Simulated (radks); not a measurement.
All-electron atom: Zr+ in [Ar] 3d10 4s2 4p4 4d4 5s1 (not the ground configuration). Method: scalar-relativistic Kohn-Sham, B86b exchange with PBE correlation, spin-polarised, spherical densities, point nucleus; open shells are filled with parallel spins first (spin-orbit coupling, left out, can overturn this in heavy ions); computed with a radial shooting solver on a logarithmic mesh with Libxc functionals. Some entries of the table are withheld. Estimate them.

orbital,occ.,eigenvalue (Ry),r(max) (bohr),<r^2> (bohr^2)
1s up,1,-1311.348,0.02414,0.001852
1s down,1,-1311.327,0.02414,0.001852
2s up,1,-182.4847,0.1369,0.03116
2s down,1,-182.4432,0.1369,0.03116
2p up,3,-162.8380,0.1095,0.02454
2p down,3,-162.7960,0.1095,0.02454
3s up,1,-30.66988,0.4081,0.2408
3s down,1,-30.62705,0.4082,0.2406
3p up,3,-24.26718,0.4021,0.2487
3p down,3,-24.21935,0.4023,0.2483
3d up,5,-13.75693,0.3473,0.2475
3d down,5,-13.69695,0.3476,0.2461
4s up,1,(1),1.074,1.632
4s down,1,(2),1.064,1.614
4p up,3,-3.23726,1.170,2.058
4p down,1,-2.86174,1.159,2.058
4d up,4,-0.98127,1.503,(3)
5s up,1,-0.82393,2.836,11.68
4d down,0,-0.63151,1.524,(4)

Answer. 
(1) 4s up eigenvalue (Ry): -4.88512
(2) 4s down eigenvalue (Ry): -4.52612
(3) 4d up <r^2> (bohr^2): 4.405
(4) 4d down <r^2> (bohr^2): 5.030
